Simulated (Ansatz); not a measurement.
Compare A (`C[N](C)[GeH]`) with its isomer B (`C=C[NH][GeH3]`).

Program: Ansatz. Geometries: PBE0-D4/def2-TZVP. ΔE: electronic, gas phase. CBS: MP2 limit from def2 TZ/QZ plus the TZ coupled-cluster correction, frozen cores. Functionals use def2-TZVPP. For Ge outer-core shells are correlated without core-valence functions, which leaves a few kJ/mol of doubt a bond. Scalar relativity is left out up to krypton. One conformer a species, not always the lowest.

Problem. Which is lower in electronic energy at CCSD(T)/CBS, and by how much? (Best estimate.)

Solution. The calculation gave: A, by 12.8 kJ/mol.

Problem. Give E(B) − E(A) in kJ/mol with MP2/def2-TZVPP, B2PLYP, CCSD(T)/def2-TZVPP, ωB97M-V, PBE-D4, CCSD/def2-TZVPP, PBE0-D4. (Estimate.)

Solution. Ansatz gave: MP2/def2-TZVPP 2.7, B2PLYP 9.9, CCSD(T)/def2-TZVPP 4.8, ωB97M-V 13.5, PBE-D4 20.9, CCSD/def2-TZVPP 2.9, PBE0-D4 12.5. None reverses the order clearly.

Problem. Does the order hold for the free energy at 298.15 K (harmonic terms from PBE0-D4)? (An estimate is asked.)

Solution. Computed: No: G(B) − G(A) = -8.0 kJ/mol, for one conformer each.

Largest T1 diagnostic: 0.016.

At CCSD(T), def2-SVP lies +6.2 kJ/mol from the extrapolated value and def2-TZVPP −8.1 kJ/mol. Leaving LDA and LC-ωPBE aside and taking each functional with its dispersion term where it has one, the values, not all of them listed here, spread over 29.5 kJ/mol, from B97M-V to BLYP-D4.
